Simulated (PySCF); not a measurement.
## Calculated data, B3H4N, CH5AlB2, CH5B3, B3H3O

Calculation on a computer-drawn molecule: optimised geometry and harmonic frequencies of an isolated molecule of the commonest isotopes, restricted reference for singlets and unrestricted otherwise, frozen core in MP2. Program: PySCF 2.14.0.

Common to all runs: charge 0; multiplicity 1.

(1) B3H4N

Start structure:
```xyz
8
B3H4N
B     -1.7824     2.1836    -2.7395
B     -1.5512     1.0334    -1.6901
N     -1.3957     0.1132    -0.7957
B     -1.2972    -0.8940     0.0905
H     -1.6961     3.3746    -2.4862
H     -1.9299     1.9756    -3.9458
H     -0.2873    -1.3353     0.2723
H     -2.2045    -1.2608     0.6872
```

It was run with method HF and basis cc-pVDZ.

It finds rotational constants 116.8, 3.44, 3.439 GHz; total energy -130.8472 hartree; convergence status largest gradient component 3.116e-05 hartree/bohr.

Drawn bonds:
```csv
atom,other atom,order
1,2,1
2,3,2
3,4,1
1,5,1
1,6,1
4,7,1
4,8,1
```

Optimised structure:
```xyz
8
B3H4N
B     -1.7550     2.2535    -2.8166
B     -1.5738     1.0247    -1.6760
N     -1.4399     0.1155    -0.8314
B     -1.2884    -0.9061     0.1185
H     -1.6693     3.4005    -2.4898
H     -1.9710     1.9893    -3.9625
H     -0.1998    -1.3676     0.3359
H     -2.2471    -1.3194     0.7145
```

Modes:
```csv
frequency (cm⁻¹),reduced mass (dalton)
131.1,3.314
158.8,2.893
230.6,1.008
342.1,2.963
369.5,4.682
669.3,3.912
820.2,1.642
1010,1.42
1013,1.387
1104,1.363
1156,2.366
1278,1.197
1362,1.518
2108,11.77
2658,1.051
2708,1.056
2720,1.129
2789,1.126
```

(2) CH5AlB2

Start structure:
```xyz
9
CH5AlB2
B     -2.0194    -0.7440    -2.3899
B     -0.5438    -0.5289    -1.9522
C      0.7834    -0.2610    -1.6353
Al     1.1646     1.5707    -0.9729
H     -2.4616    -1.7386    -2.7788
H     -2.8098     0.0986    -2.2227
H      1.7391    -0.8989    -1.7115
H      1.6266     2.7450    -1.8552
H      1.1786     1.9152     0.5517
```

Settings of this run: method HF and basis cc-pV(D+d)Z.

The calculation gives: rotational constants 17.64, 2.756, 2.383 GHz; total energy -332.0002 hartree; convergence status largest gradient component 2.868e-05 hartree/bohr.

Drawn bonds:
```csv
atom,other atom,order
1,2,1
2,3,2
3,4,1
1,5,1
1,6,1
3,7,1
4,8,1
4,9,1
```

Optimised structure:
```xyz
9
CH5AlB2
B     -2.0510    -0.7718    -2.1327
B     -0.4078    -0.4858    -2.0453
C      0.9268    -0.1426    -1.9139
Al     1.1760     1.5494    -1.0085
H     -2.4730    -1.7653    -2.6525
H     -2.8299     0.0146    -1.6757
H      1.7810    -0.7156    -2.2585
H      2.6295     2.1184    -0.7599
H     -0.0938     2.3570    -0.5198
```

Modes:
```csv
frequency (cm⁻¹),reduced mass (dalton)
88.51,3.321
154.8,1.165
273.1,1.04
290.3,3.72
320.3,2.207
489.4,1.214
639.6,1.118
656,3.705
687.6,1.263
750.5,2.037
807.4,2.041
844,1.073
939.3,1.657
1000,1.404
1263,1.17
1668,8.891
1977,1.053
1988,1.03
2693,1.055
2770,1.124
3343,1.092
```

(3) CH5B3

Start structure:
```xyz
9
CH5B3
B     -1.9023     0.2301    -1.3894
B     -0.4392     0.0555    -0.7253
B      0.3864     1.2012    -0.1109
C      1.1187     2.3214     0.3901
H     -2.0435     0.5077    -2.5371
H     -2.8841     0.2563    -0.7234
H     -0.0113    -1.0667    -0.6825
H      0.7522     3.3780     0.3791
H      2.1038     2.3170     0.8387
```

It was run with method HF and basis cc-pVDZ.

It finds rotational constants 32.81, 3.373, 3.139 GHz; total energy -114.7340 hartree; convergence status largest gradient component 3.431e-05 hartree/bohr.

Drawn bonds:
```csv
atom,other atom,order
1,2,1
2,3,1
3,4,2
1,5,1
1,6,1
2,7,1
4,8,1
4,9,1
```

Optimised structure:
```xyz
9
CH5B3
B     -1.9878     0.2282    -1.4246
B     -0.4684     0.0987    -0.7187
B      0.4295     1.3374    -0.0964
C      1.1879     2.3818     0.4267
H     -2.1154     0.4060    -2.6069
H     -2.9921     0.1185    -0.7727
H      0.0215    -1.0019    -0.6563
H      0.8393     3.4098     0.4197
H      2.1663     2.2221     0.8685
```

Modes:
```csv
frequency (cm⁻¹),reduced mass (dalton)
126.7,2.727
205.7,1.902
334.6,2.078
337,1.044
385.3,1.579
573.7,1.12
653.9,3.525
680.3,1.28
851.1,1.847
882.9,1.599
891.3,1.363
996.6,2.116
1109,1.799
1267,1.275
1412,1.218
1689,5.094
2655,1.069
2669,1.076
2729,1.121
3295,1.063
3375,1.109
```

(4) B3H3O

Start structure:
```xyz
7
B3H3O
B     -0.4561     1.3279    -0.5007
B     -0.9553    -0.2101    -0.5241
B     -0.7876    -1.1391     0.7893
O     -0.5923    -1.7961     1.7669
H      0.6121     1.6192    -0.8670
H     -1.1064     2.2037    -0.1426
H     -1.5337    -0.7922    -1.4094
```

Settings of this run: method HF and basis cc-pVDZ.

The calculation gives: rotational constants 34.97, 3.609, 3.364 GHz; total energy -150.6730 hartree; convergence status largest gradient component 4.412e-05 hartree/bohr.

Drawn bonds:
```csv
atom,other atom,order
1,2,1
2,3,1
3,4,2
1,5,1
1,6,1
2,7,1
```

Optimised structure:
```xyz
7
B3H3O
B     -0.4463     1.3684    -0.5366
B     -0.9697    -0.2238    -0.4860
B     -0.7636    -1.2282     0.8697
O     -0.6098    -1.9144     1.8272
H      0.6535     1.6483    -0.9300
H     -1.1638     2.2688    -0.1944
H     -1.5196    -0.7057    -1.4375
```

Modes:
```csv
frequency (cm⁻¹),reduced mass (dalton)
148.7,3.985
266.2,1.497
428.2,2.359
443.7,4.261
481.6,1.09
659.2,4.51
842.9,1.48
898.3,1.769
995.7,1.986
1119,1.745
1265,1.315
2145,12.24
2671,1.056
2714,1.092
2742,1.121
```

(5) B3H3O

Start structure:
```xyz
7
B3H3O
B     -0.4463     1.3684    -0.5366
B     -0.9697    -0.2238    -0.4860
B     -0.7636    -1.2282     0.8697
O     -0.6098    -1.9144     1.8272
H      0.6535     1.6483    -0.9300
H     -1.1638     2.2688    -0.1944
H     -1.5196    -0.7057    -1.4375
```

Settings of this run: method MP2 and basis cc-pVDZ.

Results for B3H3O: rotational constants 34.08, 3.611, 3.358 GHz; total energy -151.0866 hartree; convergence status largest gradient component 3.09e-05 hartree/bohr.

Drawn bonds:
```csv
atom,other atom,order
1,2,1
2,3,1
3,4,2
1,5,1
1,6,1
2,7,1
```

Optimised structure:
```xyz
7
B3H3O
B     -0.4492     1.3583    -0.5354
B     -0.9741    -0.2236    -0.4972
B     -0.7641    -1.2147     0.8567
O     -0.5993    -1.9092     1.8494
H      0.6601     1.6426    -0.9217
H     -1.1652     2.2658    -0.1824
H     -1.5275    -0.7057    -1.4571
```

Modes:
```csv
frequency (cm⁻¹),reduced mass (dalton)
130.8,3.891
252.4,1.678
389,1.769
397.1,4.333
471.8,1.198
650.9,4.487
805.1,1.373
857.8,1.722
965.1,1.912
1068,1.83
1201,1.404
1932,12.19
2619,1.056
2659,1.092
2698,1.12
```
